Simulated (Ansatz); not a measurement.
`C[CH](C)[Zn][NH2]` and `C[CH](C)[Zn][F]` differ in one atom or group.

Ansatz, PBE0-D4/def2-TZVP geometries, multiplicity 1. Each molecule was computed in one conformer, which needn't be the lowest.

Scalar relativity is left out up to krypton.

```csv
property,`C[CH](C)[Zn][NH2]`
size of the dipole moment (B3LYP/def2-TZVPP) / D,0.90
HOMO energy (B3LYP/def2-TZVPP) / eV,-6.30
HOMO energy (PBE/def2-TZVPP) / eV,-5.21
LUMO energy (PBE/def2-TZVPP) / eV,-0.76
HOMO energy (ωB97M-V/def2-TZVPP) / eV,-8.88
HOMO–LUMO gap (PBE/def2-TZVPP) / eV,4.45
```

(1) Give the same properties after the change, and the shifts. (Estimate.)

Results:

(1) The calculation gave: 
```tsv
property	`C[CH](C)[Zn][F]`	shift
size of the dipole moment (B3LYP/def2-TZVPP) / D	3.12	2.22
HOMO energy (B3LYP/def2-TZVPP) / eV	-7.53	-1.23
HOMO energy (PBE/def2-TZVPP) / eV	-6.59	-1.38
LUMO energy (PBE/def2-TZVPP) / eV	-1.36	-0.60
HOMO energy (ωB97M-V/def2-TZVPP) / eV	-9.85	-0.97
HOMO–LUMO gap (PBE/def2-TZVPP) / eV	5.22	0.77
```

With PBE0 the HOMO falls by 1.14 eV and the LUMO falls by 0.51 eV, so the gap widens by about 0.63 eV. PBE moves the HOMO by -1.38 eV and ωB97M-V by -0.97 eV. Dipoles are sizes alone; their direction can turn.

Positive LUMOs are unbound, so they and the gaps depend on the basis.

B3LYP here is the variant with VWN-RPA as its local correlation; programs differ in this.
